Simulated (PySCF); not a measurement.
C₆ coefficients of unlike pairs at PBE0

Calculated with PySCF 2.14 from the dipole response of each species, C₆(A,B) = (3/π) ∫ α_A(iu) α_B(iu) du, in atomic units, from isotropic polarisabilities. For ions this is the dispersion term alone; charge-induced terms of lower order in 1/R come first.

```
species      configuration                                                                               basis     relativity  α (bohr³)  C₆ (like pair)
    V³⁺      [Ar] 3d2 (3F)                                                         aug-cc-pVTZ-DK (8s7p5d3f2g)  spin-free X2C      2.221           5.634
     Ti  [Ar] 3d2 4s2 (3F)  x2c-QZVPPall with one added diffuse shell each of s, p, d, f, g type (12s8p6d4f3g)  spin-free X2C      109.3            1285
   Cl²⁺  [Ne] 3s2 3p3 (4S)                                                           aug-cc-pVTZ-DK (6s5p3d2f)  spin-free X2C      5.801           20.68
    Ar⁺  [Ne] 3s2 3p5 (2P)     x2c-QZVPPall with one added diffuse shell each of s, p, d, f type (10s7p5d3f1g)  spin-free X2C      6.938           31.26
```

**Question.** Estimate C₆ for Ar⁺ with Ti.

**Answer.** The integral gives 148.8. The combination rule 2 C_A C_B / (C_A α_B/α_A + C_B α_A/α_B) gives 139.9 and the geometric mean 200.4.

No spin-orbit coupling is included.

The other pairs:

| pair | C₆ |
| --- | --- |
| Ar⁺, V³⁺ | 12.67 |
| Ti, V³⁺ | 51.99 |
| Cl²⁺, Ti | 123.0 |
| Cl²⁺, V³⁺ | 10.20 |
| Ar⁺, Cl²⁺ | 25.41 |
